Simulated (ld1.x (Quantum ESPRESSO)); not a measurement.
## Ranking RRKJ potentials for phosphorus (P)

All share these settings but for the change named:

ld1.x (Quantum ESPRESSO) 7.5 input, shortened:

```
&input
   title='P', zed=15., rel=1, dft='PZ', iswitch=3,
   config='[Ne] 3s2 3p2.5'
 /
 &inputp
   pseudotype=2, tm=.false., rho0=0.01, lloc=1,
   nlcc=.true., new_core_ps=.true., rcore=0.95
 /
2
3S  1  0   2.00   0.00  1.30  1.30  0.0
3P  2  1   2.50   0.00  1.95  1.95  0.0
 &test
   configts(1)='3s2 3p2.5'
 /
```

Test errors are all-electron minus pseudo excitation energies from the reference, over 3s2 3p3; 3s2 3p2; 3s2 3p1; 3s2 3p0; 3s0 3p5; 3s1 3p4; 3s1 3p3. None of these files shows a bound ghost.

The base gives 56.5 meV.

Of 8 variants that were run, those that failed, showed a ghost or another fault, or gave nearly equal values are left out.

Rank these variants by their largest absolute test error, smallest first.
A. all radii but the core radius scaled by about 1.24 (s 1.62, p 2.42 bohr)
B. all radii but the core radius scaled by about 1.06 (s 1.38, p 2.08 bohr)
C. all radii but the core radius scaled by about 1.37 (s 1.78, p 2.68 bohr)
D. all radii but the core radius scaled by about 1.17 (s 1.52, p 2.28 bohr)
E. all radii but the core radius scaled by about 1.30 (s 1.68, p 2.54 bohr)

C (13.2 meV), E (15.3 meV), A (21.7 meV), D (33.5 meV), B (47.2 meV).
